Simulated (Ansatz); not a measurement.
Molecule: C3H9Ga, charge 0, multiplicity 1. 
Structure (B3LYP-D3(BJ)/def2-TZVP (Ansatz, a quantum-chemistry and plane-wave program) minimum search):
```
Ga
C 1 1.9888
H 2 1.0900 1 112.71
H 2 1.0931 3 108.52 1 122.20
H 2 1.0932 3 108.50 4 115.66
C 1 1.9888 2 119.99 3 179.78
H 6 1.0900 1 112.72 2 -0.40
H 6 1.0931 7 108.53 1 122.20
H 6 1.0932 7 108.50 8 115.66
C 1 1.9888 2 120.00 3 -0.24
H 10 1.0900 1 112.71 2 -179.55
H 10 1.0931 11 108.53 1 -122.22
H 10 1.0932 11 108.50 12 -115.66
```

Quantity: atomisation energy (electronic, to ground-state atoms), in kcal/mol. Cores are frozen in the correlated levels unless marked. UHF or UKS for open shells. No spin-orbit coupling. The frozen core is the preceding noble-gas configuration, with the filled d and f shells of earlier blocks. No relativistic terms. The coupled-cluster limit lacks core correlation, which all-electron functionals hold. Basis-set limits of correlation are two-point, X^-3; Hartree-Fock from the larger set. The bracket is a focal-point correction in the basis named.

| level | program | atomisation energy (kcal/mol) | minus last row |
|---|---|---|---|
| HF/aug-cc-pVTZ | Ansatz | 841.0 | -260.9 |
| PBE-D4/def2-TZVPD | Ansatz + dftd4 | 1113.9 | 12.0 |
| B97M-V/def2-TZVPD | Ansatz | 1103.5 | 1.6 |
| r2SCANh/def2-TZVPD | Ansatz | 1102.3 | 0.4 |
| HSE06-D4/def2-TZVPD | Ansatz + dftd4 | 1106.7 | 4.8 |
| RI-MP2/cc-pVQZ | Ansatz | 1098.4 | -3.5 |
| SCS-MP2/STO-3G | Ansatz | 1107.7 | 5.8 |
| SCS-MP2/6-31G | Ansatz | 972.1 | -129.8 |
| SCS-MP2/aug-cc-pVDZ | Ansatz | 1039.4 | -62.5 |
| CCSD/6-31G | Ansatz | 967.8 | -134.1 |
| CCSD/aug-cc-pVTZ | Ansatz | 1073.8 | -28.1 |
| CCSD/cc-pVTZ | Ansatz | 1069.3 | -32.6 |
| CCSD/CBS(cc-pVTZ,cc-pVQZ) | Ansatz | 1089.7 | -12.2 |
| RI-MP2/CBS(aug-cc-pVTZ,aug-cc-pVQZ)+[CCSD(T)-MP2]/aug-cc-pVDZ | Ansatz | 1102.2 | 0.3 |
| CCSD(T)/CBS(aug-cc-pVTZ,aug-cc-pVQZ) | Ansatz | 1101.9 | 0.0 |
